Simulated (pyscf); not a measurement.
Optimised with ωB97X-D3(BJ)/def2-SVP in PySCF.

**Question.** O=Os(=O)(=O)(OH)–O–SiH₃ -> O=Os(=O)(=O)=O + HO–SiH₃
Surface: singlet. Broken: O–Os, H–O. Formed: H–O. Give ΔE‡ and ΔE from ωB97M-D3(BJ)/def2-TZVP, relative to the reactant's lowest minimum found.

**Answer.** ΔE‡ = 11.2 kcal/mol, ΔE = -15.6 kcal/mol. Zero-point energy shifts the barrier by -3.3 kcal/mol. It is an elimination, with an imaginary mode of 1187i cm⁻¹. On the reactant side the descent ends in a point that may be a rotor saddle (no frequency run), 1.5 kcal/mol over the lowest minimum found and 10.5 kcal/mol under the saddle at ωB97X-D3(BJ)/def2-TZVP. On the product side the descent ends in a complex, 6.1 kcal/mol under the separated species and 30.1 kcal/mol under the saddle at ωB97X-D3(BJ)/def2-TZVP. This is the saddle that the search found; another between the same sides may lie lower. Elements past Kr carry the def2 core potentials, without spin-orbit coupling.
